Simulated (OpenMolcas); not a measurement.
# What dynamic correlation does to the levels of Ge⁺

- Program: OpenMolcas
- Basis: ANO-RCC-VQZP [7s6p4d2f1g]
- Scalar Hamiltonian: DKH2, point nucleus
- Active space: 3 electrons in 9 orbitals (RAS2 4s 4p; RAS3 4d, at most 2 electrons)
- State averaging: 2S+1 = 4 odd, 1 root (0 in the spin-orbit step); 2S+1 = 2 odd, 8 roots; 2S+1 = 4 even, 3 roots; 2S+1 = 2 even, 9 roots
- Spin-orbit coupling: RASSI with atomic mean-field integrals over the reference wave functions, term energies averaged over their components

Methods on the same reference wave functions:
A. RASSCF
B. SS-RASPT2, IPEA 0.25 Eh, imaginary shift 0.1 Eh (closed shells correlated: 3d)

Energies in cm⁻¹ above 4s² 4p ²P°_1/2, the measured ground level; measured values from NIST Handbook of Basic Atomic Spectroscopic Data.

```
         Level      A      B  Measured
4s² 4p ²P°_1/2    0.0    0.0       0.0
4s² 4p ²P°_3/2   1632   1632      1767
 4s 4p² ⁴P_1/2  46048  50600     51576
 4s 4p² ⁴P_3/2  46646  51210     52291
 4s 4p² ⁴P_5/2  47570  52130     53367
 4s 4p² ²D_3/2  64760  67270     65016
 4s 4p² ²D_5/2  64866  67380     65185
 4s 4p² ²S_1/2  86362  86440     85891
```

Deviations, from unrounded energies. A percentage is the sum of absolute deviations over the sum of measured energies, with the sign that they share, or ± where signs differ.

```csv
Against measurement,Levels,A,B
mean absolute deviation (cm-1),7,2600,1200
fine structure of the ground term (%),1,-7.6,-7.6
other configurations (%),6,±4.8,±2.2
```

B lies closest to measurement on these levels. The largest miss of B in the table is 4s 4p² ²D_3/2, by +2300 cm-1. The ranking rests on the paired levels alone, and a cruder setting can come out closer through cancelling errors.

The lowest spin-free term lies below A's lowest term by 0.449 hartree in B.

Term energies are means over components that CASPT2 splits; among the terms shown or strongly mixed into the levels shown the widest spread is 10 cm-1 (4s 4p² ²D, B). Some high roots are left out of the spin-orbit mixing, which shifts the levels that they would mix with. Active for correlation alone: 4d; no level in the range computed is led by a configuration that fills it, so any true level of that kind is missing. Some terms mix strongly with configurations of 4d, whose occupation reaches 0.20 (4s 4p² ²D). Without dynamic correlation excited terms often stand tens of per cent too high (terms of higher spin than the ground term too low), and those without a measured partner can miss by more than the paired ones (holds for A). Measured partners are found by configuration, term and J. A level has none where our copy of the source lacks it or the pairing is in doubt (some pairs that miss far off the trend of their configuration count as doubtful), and it then counts in no deviation. Only configurations of the active space appear. Levels that lie high or do not pair safely by name in every column are left out.

° marks odd parity.
